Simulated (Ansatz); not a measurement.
Harmonic vibrations of BH9OSi2, SMILES `[BH3-][O+]([SiH3])[SiH3]` by finite differences.

```yaml
crystal:
  periodic: [false, false, false]
  atoms:
    - {symbol: B, position_ang: [0.074874, 1.365135, -0.721342]}
    - {symbol: O, position_ang: [0.146299, -0.140240, -0.007308]}
    - {symbol: Si, position_ang: [0.660040, -0.018140, 1.594066]}
    - {symbol: Si, position_ang: [-0.694113, -1.275726, -0.927962]}
    - {symbol: H, position_ang: [-0.919512, 1.289778, -1.410696]}
    - {symbol: H, position_ang: [-0.044604, 2.109582, 0.227850]}
    - {symbol: H, position_ang: [1.111076, 1.465898, -1.325348]}
    - {symbol: H, position_ang: [0.857278, -1.417078, 2.048238]}
    - {symbol: H, position_ang: [-0.393438, 0.639441, 2.394111]}
    - {symbol: H, position_ang: [1.930042, 0.731417, 1.600673]}
    - {symbol: H, position_ang: [-2.140409, -0.982892, -0.860121]}
    - {symbol: H, position_ang: [-0.401372, -2.585122, -0.293850]}
    - {symbol: H, position_ang: [-0.165860, -1.216852, -2.303511]}
basis:
  gaussian: {orbitals: def2-TZVP}
hamiltonian: {xc: pbe0, dispersion: d4}
phonons: {temperatures: {t_min: 298.15, t_max: 900, t_step: 200}}
```

```sh
$ ansatz run in.yaml --threads 4 --pin off --events-out ev --progress --plain
```

Shortened log:

```
Functional definition: PBE0
mean field -18617.76014056 eV, -684.1900655946 hartree, gradient 4.1e-5 eV, S^2 0.000000; 0 other end points of the search recorded, 0 dependent functions left out
mean field -18617.76002150 eV, -684.1900612190 hartree, gradient 8.0e-7 eV, S^2 0.000000; 0 other end points of the search recorded, 0 dependent functions left out
mean field -18617.76002548 eV, -684.1900613654 hartree, gradient 7.3e-7 eV, S^2 0.000000; 0 other end points of the search recorded, 0 dependent functions left out
mean field -18617.76006121 eV, -684.1900626785 hartree, gradient 2.9e-6 eV, S^2 0.000000; 0 other end points of the search recorded, 0 dependent functions left out
mean field -18617.76010733 eV, -684.1900643733 hartree, gradient 9.6e-7 eV, S^2 0.000000; 0 other end points of the search recorded, 0 dependent functions left out
mean field -18617.76004525 eV, -684.1900620918 hartree, gradient 9.1e-7 eV, S^2 0.000000; 0 other end points of the search recorded, 0 dependent functions left out
mean field -18617.76002563 eV, -684.1900613711 hartree, gradient 2.4e-6 eV, S^2 0.000000; 0 other end points of the search recorded, 0 dependent functions left out
mean field -18617.76009395 eV, -684.1900638817 hartree, gradient 2.2e-6 eV, S^2 0.000000; 0 other end points of the search recorded, 0 dependent functions left out
mean field -18617.76009971 eV, -684.1900640932 hartree, gradient 2.3e-6 eV, S^2 0.000000; 0 other end points of the search recorded, 0 dependent functions left out
mean field -18617.76010857 eV, -684.1900644190 hartree, gradient 6.8e-7 eV, S^2 0.000000; 0 other end points of the search recorded, 0 dependent functions left out
mean field -18617.76002942 eV, -684.1900615100 hartree, gradient 7.3e-7 eV, S^2 0.000000; 0 other end points of the search recorded, 0 dependent functions left out
mean field -18617.76001717 eV, -684.1900610600 hartree, gradient 8.4e-7 eV, S^2 0.000000; 0 other end points of the search recorded, 0 dependent functions left out
mean field -18617.76004529 eV, -684.1900620934 hartree, gradient 7.5e-7 eV, S^2 0.000000; 0 other end points of the search recorded, 0 dependent functions left out
mean field -18617.76005068 eV, -684.1900622914 hartree, gradient 2.3e-6 eV, S^2 0.000000; 0 other end points of the search recorded, 0 dependent functions left out
mean field -18617.76002229 eV, -684.1900612482 hartree, gradient 2.4e-6 eV, S^2 0.000000; 0 other end points of the search recorded, 0 dependent functions left out
mean field -18617.76005225 eV, -684.1900623493 hartree, gradient 2.6e-6 eV, S^2 0.000000; 0 other end points of the search recorded, 0 dependent functions left out
mean field -18617.76003407 eV, -684.1900616810 hartree, gradient 1.9e-6 eV, S^2 0.000000; 0 other end points of the search recorded, 0 dependent functions left out
mean field -18617.76006039 eV, -684.1900626483 hartree, gradient 2.7e-6 eV, S^2 0.000000; 0 other end points of the search recorded, 0 dependent functions left out
mean field -18617.76000878 eV, -684.1900607518 hartree, gradient 2.9e-6 eV, S^2 0.000000; 0 other end points of the search recorded, 0 dependent functions left out
mean field -18617.76002231 eV, -684.1900612490 hartree, gradient 1.6e-6 eV, S^2 0.000000; 0 other end points of the search recorded, 0 dependent functions left out
mean field -18617.76005047 eV, -684.1900622836 hartree, gradient 2.3e-6 eV, S^2 0.000000; 0 other end points of the search recorded, 0 dependent functions left out
mean field -18617.76002497 eV, -684.1900613466 hartree, gradient 2.7e-6 eV, S^2 0.000000; 0 other end points of the search recorded, 0 dependent functions left out
mean field -18617.76006348 eV, -684.1900627618 hartree, gradient 3.0e-6 eV, S^2 0.000000; 0 other end points of the search recorded, 0 dependent functions left out
mean field -18617.76001031 eV, -684.1900608079 hartree, gradient 1.9e-6 eV, S^2 0.000000; 0 other end points of the search recorded, 0 dependent functions left out
mean field -18617.76005696 eV, -684.1900625223 hartree, gradient 2.4e-6 eV, S^2 0.000000; 0 other end points of the search recorded, 0 dependent functions left out
mean field -18617.76010241 eV, -684.1900641925 hartree, gradient 1.4e-6 eV, S^2 0.000000; 0 other end points of the search recorded, 0 dependent functions left out
mean field -18617.76008345 eV, -684.1900634959 hartree, gradient 1.5e-6 eV, S^2 0.000000; 0 other end points of the search recorded, 0 dependent functions left out
mean field -18617.76013880 eV, -684.1900655296 hartree, gradient 1.6e-6 eV, S^2 0.000000; 0 other end points of the search recorded, 0 dependent functions left out
mean field -18617.76011982 eV, -684.1900648321 hartree, gradient 1.9e-6 eV, S^2 0.000000; 0 other end points of the search recorded, 0 dependent functions left out
mean field -18617.76011517 eV, -684.1900646615 hartree, gradient 1.7e-6 eV, S^2 0.000000; 0 other end points of the search recorded, 0 dependent functions left out
mean field -18617.76011010 eV, -684.1900644751 hartree, gradient 1.8e-6 eV, S^2 0.000000; 0 other end points of the search recorded, 0 dependent functions left out
mean field -18617.76013321 eV, -684.1900653245 hartree, gradient 1.1e-6 eV, S^2 0.000000; 0 other end points of the search recorded, 0 dependent functions left out
mean field -18617.76012883 eV, -684.1900651636 hartree, gradient 1.2e-6 eV, S^2 0.000000; 0 other end points of the search recorded, 0 dependent functions left out
mean field -18617.76010681 eV, -684.1900643541 hartree, gradient 1.6e-6 eV, S^2 0.000000; 0 other end points of the search recorded, 0 dependent functions left out
[...]
mean field -18617.76008968 eV, -684.1900637246 hartree, gradient 3.0e-6 eV, S^2 0.000000; 0 other end points of the search recorded, 0 dependent functions left out
mean field -18617.76013987 eV, -684.1900655690 hartree, gradient 2.2e-6 eV, S^2 0.000000; 0 other end points of the search recorded, 0 dependent functions left out
mean field -18617.76011755 eV, -684.1900647489 hartree, gradient 2.0e-6 eV, S^2 0.000000; 0 other end points of the search recorded, 0 dependent functions left out
mean field -18617.76010958 eV, -684.1900644560 hartree, gradient 7.8e-7 eV, S^2 0.000000; 0 other end points of the search recorded, 0 dependent functions left out
mean field -18617.76010568 eV, -684.1900643127 hartree, gradient 1.2e-6 eV, S^2 0.000000; 0 other end points of the search recorded, 0 dependent functions left out
mean field -18617.76012449 eV, -684.1900650040 hartree, gradient 1.5e-6 eV, S^2 0.000000; 0 other end points of the search recorded, 0 dependent functions left out
mean field -18617.76012287 eV, -684.1900649444 hartree, gradient 1.2e-6 eV, S^2 0.000000; 0 other end points of the search recorded, 0 dependent functions left out
mean field -18617.76013114 eV, -684.1900652485 hartree, gradient 6.7e-7 eV, S^2 0.000000; 0 other end points of the search recorded, 0 dependent functions left out
mean field -18617.76010669 eV, -684.1900643498 hartree, gradient 2.9e-6 eV, S^2 0.000000; 0 other end points of the search recorded, 0 dependent functions left out
mean field -18617.76010202 eV, -684.1900641781 hartree, gradient 2.7e-6 eV, S^2 0.000000; 0 other end points of the search recorded, 0 dependent functions left out
mean field -18617.76008874 eV, -684.1900636900 hartree, gradient 1.6e-6 eV, S^2 0.000000; 0 other end points of the search recorded, 0 dependent functions left out
mean field -18617.76012099 eV, -684.1900648753 hartree, gradient 1.3e-6 eV, S^2 0.000000; 0 other end points of the search recorded, 0 dependent functions left out
mean field -18617.76011989 eV, -684.1900648349 hartree, gradient 1.3e-6 eV, S^2 0.000000; 0 other end points of the search recorded, 0 dependent functions left out
mean field -18617.76014284 eV, -684.1900656782 hartree, gradient 1.2e-6 eV, S^2 0.000000; 0 other end points of the search recorded, 0 dependent functions left out
mean field -18617.76012473 eV, -684.1900650127 hartree, gradient 2.2e-6 eV, S^2 0.000000; 0 other end points of the search recorded, 0 dependent functions left out
mean field -18617.76007467 eV, -684.1900631733 hartree, gradient 2.1e-6 eV, S^2 0.000000; 0 other end points of the search recorded, 0 dependent functions left out
mean field -18617.76009467 eV, -684.1900639082 hartree, gradient 8.3e-7 eV, S^2 0.000000; 0 other end points of the search recorded, 0 dependent functions left out
mean field -18617.76012385 eV, -684.1900649804 hartree, gradient 2.6e-6 eV, S^2 0.000000; 0 other end points of the search recorded, 0 dependent functions left out
mean field -18617.76013942 eV, -684.1900655527 hartree, gradient 2.2e-6 eV, S^2 0.000000; 0 other end points of the search recorded, 0 dependent functions left out
mean field -18617.76012783 eV, -684.1900651265 hartree, gradient 1.8e-6 eV, S^2 0.000000; 0 other end points of the search recorded, 0 dependent functions left out
mean field -18617.76013998 eV, -684.1900655733 hartree, gradient 1.6e-6 eV, S^2 0.000000; 0 other end points of the search recorded, 0 dependent functions left out
mean field -18617.76012730 eV, -684.1900651071 hartree, gradient 1.9e-6 eV, S^2 0.000000; 0 other end points of the search recorded, 0 dependent functions left out
mean field -18617.76013614 eV, -684.1900654320 hartree, gradient 2.2e-6 eV, S^2 0.000000; 0 other end points of the search recorded, 0 dependent functions left out
mean field -18617.76008546 eV, -684.1900635696 hartree, gradient 1.7e-6 eV, S^2 0.000000; 0 other end points of the search recorded, 0 dependent functions left out
mean field -18617.76010467 eV, -684.1900642756 hartree, gradient 2.3e-6 eV, S^2 0.000000; 0 other end points of the search recorded, 0 dependent functions left out
mean field -18617.76011829 eV, -684.1900647762 hartree, gradient 2.1e-6 eV, S^2 0.000000; 0 other end points of the search recorded, 0 dependent functions left out
mean field -18617.76013107 eV, -684.1900652457 hartree, gradient 2.5e-6 eV, S^2 0.000000; 0 other end points of the search recorded, 0 dependent functions left out
mean field -18617.76012610 eV, -684.1900650630 hartree, gradient 1.3e-6 eV, S^2 0.000000; 0 other end points of the search recorded, 0 dependent functions left out
mean field -18617.76012829 eV, -684.1900651438 hartree, gradient 1.0e-6 eV, S^2 0.000000; 0 other end points of the search recorded, 0 dependent functions left out
mean field -18617.76012561 eV, -684.1900650450 hartree, gradient 2.0e-6 eV, S^2 0.000000; 0 other end points of the search recorded, 0 dependent functions left out
mean field -18617.76014220 eV, -684.1900656547 hartree, gradient 1.6e-6 eV, S^2 0.000000; 0 other end points of the search recorded, 0 dependent functions left out
mean field -18617.76007991 eV, -684.1900633657 hartree, gradient 1.6e-6 eV, S^2 0.000000; 0 other end points of the search recorded, 0 dependent functions left out
mean field -18617.76009707 eV, -684.1900639961 hartree, gradient 3.0e-6 eV, S^2 0.000000; 0 other end points of the search recorded, 0 dependent functions left out
Total energy: -18618.00732835 eV, -684.1991495783 hartree
Atom 0 at     0.074874     1.365135    -0.721342 Å, force     0.000162    -0.000206    -0.000958 eV/Å
Atom 1 at     0.146299    -0.140240    -0.007308 Å, force    -0.001538     0.001653     0.001766 eV/Å
Atom 2 at     0.660040    -0.018140     1.594066 Å, force     0.000943    -0.000614    -0.000065 eV/Å
Atom 3 at    -0.694113    -1.275726    -0.927962 Å, force    -0.000098    -0.002336    -0.000266 eV/Å
Atom 4 at    -0.919512     1.289778    -1.410696 Å, force    -0.002009     0.000417    -0.001132 eV/Å
Atom 5 at    -0.044604     2.109582     0.227850 Å, force    -0.000136     0.000884     0.002541 eV/Å
Atom 6 at     1.111076     1.465898    -1.325348 Å, force     0.002628     0.000424    -0.001344 eV/Å
Atom 7 at     0.857278    -1.417078     2.048238 Å, force    -0.000159     0.000499     0.000210 eV/Å
Atom 8 at    -0.393438     0.639441     2.394111 Å, force     0.000178    -0.000359    -0.000183 eV/Å
Atom 9 at     1.930042     0.731417     1.600673 Å, force     0.000168     0.000022     0.000065 eV/Å
Atom 10 at    -2.140409    -0.982892    -0.860121 Å, force    -0.000524    -0.000069    -0.000024 eV/Å
Atom 11 at    -0.401372    -2.585122    -0.293850 Å, force    -0.000205    -0.000020    -0.000152 eV/Å
Atom 12 at    -0.165860    -1.216852    -2.303511 Å, force     0.000591    -0.000295    -0.000457 eV/Å
Dipole moment:    -0.033821    -0.611650     0.324224 e Å
Vibrations: 79.99 84.39 171.75 172.19 218.74 228.41 466.23 587.48 657.49 693.66 706.89 785.72 846.14 921.57 932.26 943.50 947.42 954.17 958.38 979.50 1077.79 1158.71 1177.37 1208.09 2236.34 2246.15 2273.82 2278.20 2294.27 2296.11 2451.15 2513.78 2565.50 cm⁻¹, zero-point energy 2.362715 eV
```

Run time 2.2 min (4 threads of a server CPU on a shared host); peak host memory 0.53 GiB.
